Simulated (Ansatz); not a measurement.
Job for Ansatz (a program for electronic structure): R-B2PLYP/def2-TZVPPD on NH3 (SMILES N). The basis file is the Basis Set Exchange's JSON of that set.

Ansatz 0.2 input:
```yaml
crystal:
  periodic: [false, false, false]
  atoms:
    - {symbol: N, position_ang: [0.00000000, -0.00002166, 0.27906864]}
    - {symbol: H, position_ang: [-0.00000000, 0.94280068, -0.09306197]}
    - {symbol: H, position_ang: [0.81651180, -0.47143951, -0.09305334]}
    - {symbol: H, position_ang: [-0.81651180, -0.47143951, -0.09305334]}
basis:
  gaussian:
    orbitals: def2-TZVPPD.json
hamiltonian:
  xc: {name: B2PLYP}
magnetization: {spin_polarized: false}
correlation: {electrons: outside_noble_gas}
scf: {lower_state_search: off}
```

It printed:

```
WARN ansatz: RAYON_NUM_THREADS=4 ignored (pool sized by the plan → 4); use --threads N
Functional definition: B2PLYP
these checks for a lower state are left out or cut short: stability, starts, cluster_reference, orbital_swaps, neighbouring_geometries, increment
integrals: 0.03 GiB planned
500 factors; integrals over basis functions are off by at most 7.2e-4 eV
mean field: 0.18 GiB planned
mean field evaluation 1: about -1532.7211 eV, gradient 4.5e1 eV
mean field evaluation 2: about -1532.7211 eV, gradient 4.5e1 eV
mean field evaluation 4: about -1536.4090 eV, gradient 1.5e0 eV
mean field evaluation 8: about -1536.4147 eV, gradient 1.7e-2 eV
mean field evaluation 16: about -1536.4147 eV, gradient 1.6e-6 eV
mean field -1536.41472536 eV, -56.4621997376 hartree, gradient 1.6e-6 eV, S^2 0.000000; 0 other end points of the search recorded, 0 dependent functions left out
1 core orbitals not correlated
reference -1536.41482902 eV, -56.4622035472 hartree; 4, 4 occupied and 83, 83 virtual orbitals, 500 factors
second order -7.69576235 eV of doubles, -0.00000000 eV of singles
Total energy: -1538.49268486 eV, -56.5385633407 hartree
Checks for a lower state left out: stability, starts, cluster_reference, orbital_swaps, neighbouring_geometries, increment
```

The calculation finished and met its thresholds.

Cost: very roughly 1.1 core-seconds.
